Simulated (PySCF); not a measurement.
Input of a run (PBE0-D3(BJ)/def2-SVP geometry optimisation, gas phase (PySCF 2.14.0)), started from a GFN2-xTB structure with every atom displaced at random (by about 0.01 Å):
```
{"job": {"xc": "PBE0", "basis": "def2-SVP", "d3": "d3bj", "grid": 1, "shake": 0.01, "kind": "geom"}, "charge": 0, "multiplicity": 1}
Si    -0.002310     1.052940    -0.645450
Si    -0.041370    -0.997080     0.392610
Cl     1.759140    -1.908350     0.344520
Br    -0.570150    -0.734220     2.537600
H      0.930390     1.985920    -0.034110
H      0.327940     0.914760    -2.061250
H     -1.352200     1.657560    -0.564400
H     -0.996300    -1.990670    -0.021990
```

Output (energies in Eh, forces in Eh/bohr):
```
step   0  E = -3614.50244595  max force = 0.020822
step   1  E = -3614.50763141  max force = 0.007256
step   2  E = -3614.50790289  max force = 0.002780
step   3  E = -3614.50795015  max force = 0.000396
step   4  E = -3614.50795618  max force = 0.000464
step   5  E = -3614.50795767  max force = 0.001331
step   6  E = -3614.50795668  max force = 0.001235
step   7  E = -3614.50796194  max force = 0.000349
optimisation converged
```

Summarise the run.

The energy falls by 0.150 eV over 8 energy and gradient evaluations, the largest force component goes from 0.0208 to 3.5e-04 Eh/bohr, and the atoms move by 0.083 Å rms after alignment. Among the bonds, Si2–Cl3 and Si2–H8 change most and about equally (+0.049 to +0.050 Å). Bonds longer at the end by more than 0.005 Å: 6 of 7; shorter: 0. Among the angles that change most is Si2–Si1–H5, from 113.2° to 106.9°. The energy never rose by more than 1e-6 Eh on the way. The first step brought 94 % of the lowering.

What are the final bond lengths?

Si1–Si2 2.337 Å, Si2–Cl3 2.069 Å, Si2–Br4 2.227 Å, Si1–H5 1.492 Å, Si1–H6 1.494 Å, Si1–H7 1.493 Å, Si2–H8 1.488 Å. Numbering counts from 1 in the input's order; the species is `[SiH3][Si@@H](Cl)Br`.

The run used 106 basis functions and 44 SCF cycles in all. Time: 41 s of wall time; peak memory 0.45 GiB. Hardware: an Arm Neoverse V1 with one thread, no GPU (shared host).

Stationary, but not proved a minimum.
